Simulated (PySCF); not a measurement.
**Electronic absorption of C2H3FN2SSi**

C2H3FN2SSi.
Atom-mapped SMILES: `[F:1][c:2]1[s:3][n:4][n:5][c:6]1[SiH3:7]` (hydrogens: H8, H9, H10 on Si7)

Method used: TDDFT wB97X-D/def2-SVPD, vertical, gas phase, core orbitals frozen in the response in PySCF. Geometry: GFN2-xTB; no solvent, vibrations or thermal averaging.

```csv
state,E (eV),E (hartree),f,|μ| (D),symmetry,"main configurations (H = HOMO, L = LUMO)"
S1,4.05,0.1490,0.0016,0.32,–,H→L (96%)
S2,5.43,0.1995,0.0023,0.33,A′,"H→L+1 (52%), H-1→L (31%), H-2→L (12%)"
S3,5.82,0.2138,0.066,1.73,A′,"H-1→L (62%), H→L+1 (23%)"
S4,6.07,0.2230,0.0023,0.32,A″,"H-1→L+1 (54%), H→L+2 (39%)"
S5,6.11,0.2244,0.0004,0.13,–,"H→L+2 (53%), H-1→L+1 (40%)"
S6,6.43,0.2364,0.0000,0.00,–,H-2→L+1 (92%)
S7,6.51,0.2393,0.070,1.69,A′,"H-2→L (66%), H→L+1 (16%), H-1→L+2 (11%)"
S8,6.65,0.2444,0.0004,0.13,–,H-3→L (87%)
```

Triplets, Tamm–Dancoff:

| state | E (eV) | λ (nm) | main configurations (H = HOMO, L = LUMO) |
| --- | --- | --- | --- |
| T1 | 3.34 | 371.1 | H→L (87%), H→L+2 (11%) |
| T2 | 3.91 | 317.4 | H-1→L (88%) |
| T3 | 4.81 | 257.5 | H-2→L (85%) |

The lowest singlet comes at 306 nm (391 kJ/mol) in the ultraviolet; it is very weak; its leading configuration is HOMO→LUMO (96%). The most intense listed level is S7 at 6.51 eV (190 nm, f = 0.070), 2.46 eV above S1. Löwdin shares by element: HOMO nitrogen 73%, sulfur 14%, carbon 7% or more; LUMO nitrogen 36%, sulfur 26%, carbon 21% or more (atoms not listed hold the other 17%). The listed states span 2.60 eV, and the widest gap between neighbours is 1.37 eV (S1 to S2). Of the 8 states listed, 2 reach f = 0.01 and 3 stay under 0.0005. Weighted by f, the mean energy of these states is 6.14 eV. Symmetry labels in Cs follow from the direction of the transition dipole and are given only for states with f of 0.002 or more. Singlets were solved by full linear response, triplets in the Tamm–Dancoff approximation.
